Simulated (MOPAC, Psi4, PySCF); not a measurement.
Approach curve of the dimer H6Si2 ··· Cl- (SMILES [SiH3][SiH3] and [Cl-]) (charge -1). Monomers: optimised at B3LYP-D3(BJ) (def2-TZVP), held rigid. Orientation: lowest of the rigid-body minima from ten starts at GFN2-xTB. Only R, the distance of the centres of mass, is varied, so the lowest point isn't the relaxed dimer.

Methods: AM1, restricted, heats of formation (MOPAC); RKS-B3LYP/6-31G* = PySCF with restricted B3LYP/6-31G*, spherical d, no counterpoise correction; RHF/6-31G* = restricted Hartree-Fock/6-31G*, spherical d, no counterpoise correction (PySCF); SAPT0/jun-cc-pVDZ, frozen core (Psi4).

Interaction energies in kcal/mol; the last columns give the difference from SAPT0:

| R / Å | AM1 | RKS-B3LYP/6-31G* | RHF/6-31G* | SAPT0/jun-cc-pVDZ | AM1 − SAPT0/jun-cc-pVDZ | RKS-B3LYP/6-31G* − SAPT0/jun-cc-pVDZ | RHF/6-31G* − SAPT0/jun-cc-pVDZ |
|---|---|---|---|---|---|---|---|
| 2.59 | -6.66 | 3.53 | 12.89 | 4.69 | -11.35 | -1.16 | 8.20 |
| 2.81 | -6.16 | -3.18 | 3.61 | -1.45 | -4.71 | -1.73 | 5.06 |
| 3.03 | -5.31 | -6.49 | -1.59 | -4.60 | -0.71 | -1.89 | 3.01 |
| 3.20 | -5.06 | -7.59 | -3.78 | -5.73 | 0.66 | -1.87 | 1.94 |
| 3.41 | -4.88 | -7.92 | -5.11 | -6.15 | 1.27 | -1.78 | 1.04 |
| 3.60 | -4.44 | -7.66 | -5.49 | -5.98 | 1.54 | -1.67 | 0.49 |
| 3.91 | -3.32 | -6.69 | -5.26 | -5.21 | 1.89 | -1.49 | -0.05 |
| 4.18 | -2.46 | -5.70 | -4.68 | -4.39 | 1.93 | -1.31 | -0.29 |
| 4.72 | -1.46 | -3.83 | -3.31 | -2.98 | 1.52 | -0.85 | -0.32 |
| 5.39 | -0.86 | -2.10 | -1.92 | -1.84 | 0.98 | -0.26 | -0.08 |
| 6.40 | -0.44 | -0.84 | -0.86 | -0.95 | 0.51 | 0.11 | 0.09 |
| 7.72 | -0.21 | -0.38 | -0.41 | -0.46 | 0.25 | 0.08 | 0.06 |

AM1 is furthest from SAPT0/jun-cc-pVDZ at 2.59 (-11.35 kcal/mol, below); its mean absolute difference over the points is 2.28 kcal/mol.

RKS-B3LYP/6-31G* is furthest from SAPT0/jun-cc-pVDZ at 3.03 (-1.89 kcal/mol, below); its mean absolute difference over the points is 1.18 kcal/mol.

RHF/6-31G* is furthest from SAPT0/jun-cc-pVDZ at 2.59 (8.20 kcal/mol, above); its mean absolute difference over the points is 1.72 kcal/mol.
